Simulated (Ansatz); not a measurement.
One geometry of Sn2S4, several levels of theory.

```yaml
crystal:
  periodic: [false, false, false]
  atoms:
    - {symbol: Sn, position_ang: [-0.899399, -0.730070, -1.526625]}
    - {symbol: Sn, position_ang: [0.900455, 0.736042, 1.528000]}
    - {symbol: S, position_ang: [1.555095, 0.170063, -0.960794]}
    - {symbol: S, position_ang: [-1.551828, -0.173147, 0.965093]}
    - {symbol: S, position_ang: [0.983990, 2.204400, -0.562987]}
    - {symbol: S, position_ang: [-0.988312, -2.207298, 0.557314]}
basis:
  gaussian: {orbitals: def2-TZVP, initial_orbitals: start.molden}
hamiltonian: {xc: pbe, dispersion: d4}
scf: {omitted_lower_state_checks: [starts]}
output: {orbitals: {seedname: orbitals}}
```

The file start.molden holds the orbitals of an earlier run on this structure, at another level or in another basis.

```sh
$ ansatz run in.yaml --threads 4 --pin off --events-out ev --progress --plain --max-ram 4787MiB
```

Output, abridged:

```
Functional definition: PBE
1820 factors; their error is unknown
mean field evaluation 1: about -54992.4590 eV, gradient 1.6e1 eV
mean field evaluation 2: about -54992.6453 eV, gradient 2.9e-1 eV
mean field evaluation 4: about -54992.6278 eV, gradient 1.1e-1 eV
mean field -54992.62777697 eV, -2020.9417954618 hartree, gradient 3.1e-5 eV, S^2 0.000000; 0 other end points of the search recorded, 0 dependent functions left out
reference -54992.62782019 eV, -2020.9417970499 hartree; 54, 54 occupied and 194, 194 virtual orbitals, 1820 factors
Total energy: -54993.14851099 eV, -2020.9609320839 hartree
Checks for a lower state left out: starts
```

Run time 4.4 s (4 threads of Arm Neoverse V1 on a shared host).

The first input with `hamiltonian: {xc: {name: B97M-V}}` (abridged; 18 s):

```
Functional definition: B97M-V
mean field -54999.47062070 eV, -2021.1932653306 hartree, gradient 8.5e-6 eV, S^2 0.000000
Total energy: -54999.47068539 eV, -2021.1932677080 hartree
Checks for a lower state left out: starts
```

First input, but with `gaussian: {orbitals: def2-SVP, initial_orbitals: start.molden}` (abridged; 1.8 s):

```
Functional definition: PBE
mean field -54976.95803156 eV, -2020.3659429391 hartree, gradient 1.6e-5 eV, S^2 0.000000
Total energy: -54977.47875721 eV, -2020.3850792541 hartree
Checks for a lower state left out: starts
```

As the first input, with `correlation: {method: mp2}` and without the key `hamiltonian` (abridged; 11 s):

```
Functional definition: HF
mean field -54885.91496158 eV, -2017.0201718286 hartree, gradient 1.2e-6 eV, S^2 0.000000
28 core orbitals not correlated: weight in the atoms' cores, before any rotation towards them, 1.000 or more for the frozen orbitals, at most 0.000 for the correlated occupied ones
second order -35.49754872 eV of doubles, -0.00000000 eV of singles
Total energy: -54921.41251029 eV, -2018.3246826828 hartree
Checks for a lower state left out: starts
```

First input, but with `gaussian: {orbitals: def2-SVP, initial_orbitals: start.molden}`, `correlation: {method: ccsd_t}` and without the key `hamiltonian` (abridged; 18 s):

```
Functional definition: HF
mean field -54870.40081558 eV, -2016.4500374789 hartree, gradient 7.8e-6 eV, S^2 0.000000
28 core orbitals not correlated: weight in the atoms' cores, before any rotation towards them, 1.000 or more for the frozen orbitals, at most 0.000 for the correlated occupied ones
second order -18.66704770 eV of doubles, -0.00000000 eV of singles
cycle   1  -19.32075969 eV  change   -6.5e-1 eV  update   1.5e-1
cycle   2  -19.98138165 eV  change   -6.6e-1 eV  update   4.7e-2
cycle   3  -20.14578259 eV  change   -1.6e-1 eV  update   3.0e-2
cycle   4  -20.13163828 eV  change    1.4e-2 eV  update   9.9e-3
cycle   5  -20.13076650 eV  change    8.7e-4 eV  update   5.2e-3
cycle   6  -20.13180484 eV  change   -1.0e-3 eV  update   1.7e-3
cycle   7  -20.13138839 eV  change    4.2e-4 eV  update   6.6e-4
cycle   8  -20.13149376 eV  change   -1.1e-4 eV  update   2.6e-4
cycle   9  -20.13156688 eV  change   -7.3e-5 eV  update   1.0e-4
cycle  10  -20.13150842 eV  change    5.8e-5 eV  update   4.9e-5
perturbative correction -0.96627471 eV, -0.0355099405 hartree
Total energy: -54891.49859871 eV, -2017.2253667084 hartree
Checks for a lower state left out: starts
```

First input, but with `gaussian: {orbitals: def2-TZVPD, initial_orbitals: start.molden}`, `hamiltonian: {xc: r2scan, dispersion: d4}` (abridged; 17 s):

```
Functional definition: r2SCAN
mean field -55012.32532257 eV, -2021.6656669111 hartree, gradient 1.5e-5 eV, S^2 0.000000
Total energy: -55012.43046605 eV, -2021.6695308628 hartree
Checks for a lower state left out: starts
```

The first input with `hamiltonian: {xc: r2scan, dispersion: d4}`, `output: {forces: true, orbitals: {seedname: orbitals}}` (abridged; 13 s):

```
Functional definition: r2SCAN
mean field -55012.26762208 eV, -2021.6635464570 hartree, gradient 1.4e-5 eV, S^2 0.000000
Total energy: -55012.37274968 eV, -2021.6674098252 hartree
Atom 0 force     0.181586    -0.025669     0.738915 eV/Å
Atom 1 force    -0.181890     0.020951    -0.739519 eV/Å
Atom 2 force    -0.495761     0.576070     0.380126 eV/Å
Atom 3 force     0.491131    -0.572476    -0.384630 eV/Å
Atom 4 force     0.165095    -0.782540     0.182772 eV/Å
Atom 5 force    -0.160162     0.783664    -0.177665 eV/Å
Dipole moment:     0.001250     0.002085     0.000504 e Å
Checks for a lower state left out: starts
```

Geometry: PBE-D4/def2-SVP.

In the def2 sets Sn takes a core potential; there is no spin–orbit coupling. Correlated methods freeze 28 core orbitals; core or outer-core shells of Sn are correlated, in sets that lack core-valence functions. The structure comes from a short search, and lower isomers may exist.
